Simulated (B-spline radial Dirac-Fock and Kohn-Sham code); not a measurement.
## What relativity does to the binding energies of La⁷⁺

System: La⁷⁺ in the configuration [Kr] 4d10 5s2 5p2.

Both columns are ΔSCF binding energies of the configuration average from a radial atomic solver: non-relativistic Hartree-Fock with a point nucleus, and Dirac-Fock with a finite nucleus and the Coulomb interaction alone, averaged over the two j levels with weights 2j+1.

```
shell  Hartree-Fock (eV)  Dirac-Fock (eV)  shift (eV)  shift (%)
   1s            37368.1          39177.3    +1809.15      +4.84
   2s             5940.4           6393.7     +453.32      +7.63
   2p             5600.5           5737.8     +137.33      +2.45
   3s             1375.5           1475.8     +100.36      +7.30
   3p             1228.3           1260.6      +32.29      +2.63
   3d              957.3            945.0      -12.23      -1.28
   4s              362.4            384.5      +22.20      +6.13
   4p              305.4            311.4       +6.02      +1.97
   4d              204.8            201.5       -3.29      -1.61
   5s              117.3            121.9       +4.61      +3.93
   5p              101.7            102.8       +1.08      +1.07
```

Relativity binds 1s, 2s, 2p, 3s, 3p, 4s, 4p, 5s, 5p more strongly, among those listed most of all 2s in relative terms, and 3d, 4d more weakly, because the contracted s and p shells screen the nucleus better.

Values without a named source are computed, but for edge energies of neutral atoms, which are taken from tables.
